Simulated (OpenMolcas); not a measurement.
# N2+, P2+, As2+, Sb2+, Bi2+: ns² np down the group

| Item | Value |
| --- | --- |
| Program | OpenMolcas 26.06 |
| Method | CASSCF |
| Basis | ANO-R2 |
| Scalar Hamiltonian | X2C, finite nucleus |
| Spin-orbit coupling | state interaction with AMFI integrals over the reference wave functions, term energies averaged over their components |

Active space for each ion: 1 electron in 3 orbitals (p).

Computed levels in cm-1 above ²P°_1/2:

```
                                Level  N2+  P2+  As2+  Sb2+   Bi2+
                              ²P°_3/2  173  505  2617  5751  17616
weight of ²P° in the lowest level (%)  100  100   100   100    100
```

Measured, with the error of the calculation in %. Measured levels: N2+ from Moore, Selected Tables of Atomic Spectra, NSRDS-NBS 3, section 5; P2+ from Martin, Zalubas and Musgrove, J. Phys. Chem. Ref. Data 14, 751 (1985); As2+ from Moore, Atomic Energy Levels, vol. II, NSRDS-NBS 35 (1971 reprint of NBS Circular 467, 1952); Sb2+, Bi2+ from Moore, Atomic Energy Levels, vol. III, NSRDS-NBS 35 (1971 reprint of NBS Circular 467, 1958).

```tsv
Level	N2+	P2+	As2+	Sb2+	Bi2+
²P°_3/2	174 (-1.0)	559 (-9.7)	2940 (-11.0)	6576 (-12.6)	20788 (-15.3)
```

The fine-structure level ²P°_3/2 changes by a factor of 102 from N2+ to Bi2+.

With one active electron the reference holds no correlation, so core polarisation is missing. Measured partners are found by configuration, term and J. A level has none where our copy of the source lacks it or the pairing is in doubt (some pairs that miss far off the trend of their configuration count as doubtful), and it then counts in no deviation. Levels of configurations outside the active space are missing.

° marks odd parity.
